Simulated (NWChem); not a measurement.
Species: C3H5N2 cation; SMILES c1c[nH+]c[nH]1

```xyz
10

C     -0.6820     0.0000    -0.9741
C      0.6820     0.0000    -0.9741
N      1.0700     0.0000     0.3438
C      0.0000     0.0000     1.1335
N     -1.0700     0.0000     0.3438
H     -1.3935     0.0000    -1.7963
H      1.3935     0.0000    -1.7963
H      2.0316     0.0000     0.6773
H      0.0000     0.0000     2.2223
H     -2.0316     0.0000     0.6773
```
Atoms are numbered in this order, from 1.

STO-3G and 3-21G are far too small for this property and stand as cheap habits. All runs use the structure optimised with PBE0/def2-SVP.

Task: Give the principal values of the shielding tensors (ppm) of C1, N3, C4 from Hartree-Fock/STO-3G, GIAO (NWChem), with their diamagnetic and paramagnetic parts as GIAO splits them.

Result: 
| atom | σ11 | σ22 | σ33 | isotropic | diamagnetic | paramagnetic |
|---|---|---|---|---|---|---|
| C1 | 59.9 | 122.6 | 200.4 | 127.6 | 253.0 | -125.4 |
| N3 | 119.1 | 191.6 | 276.7 | 195.8 | 312.2 | -116.4 |
| C4 | 73.3 | 88.9 | 191.8 | 118.0 | 253.0 | -135.0 |
